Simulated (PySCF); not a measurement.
# Worked example: oscillator strength and radiative lifetime

AsF2GaH2, SMILES [AsH2][Ga]([F])[F].

Geometry optimised at r2SCAN-D4/def2-SVP. The structure was generated by enumeration; whether it is a known compound was not checked.

TDA-CAM-B3LYP/def2-SVPD (PySCF) puts the first singlet state with f over 0.02 at 6.17 eV (vertical), with the transition dipole (-1.038, -0.221, 0.000) in atomic units.

**Question.** Find the oscillator strength, the wavelength and the radiative lifetime that this transition would have in vacuum if emission retraced absorption.

**Answer.** 
|μ|² = 1.1263 au, so |μ| = 2.70 D. ΔE = 6.17/27.211 = 0.2267 hartree. f = (2/3) ΔE |μ|² = 0.170 (the program prints 0.170).
λ = 1239.84/6.17 = 201 nm; ν = 49764 cm⁻¹.
Einstein's coefficient A = 0.6670 ν² f s⁻¹ (ν in cm⁻¹) = 2.8e8 s⁻¹, so τ = 1/A = 3.6 ns. This state is S1. The figure is the radiative limit of this one transition; relaxation, internal conversion, crossing to triplets and a medium change what is measured.
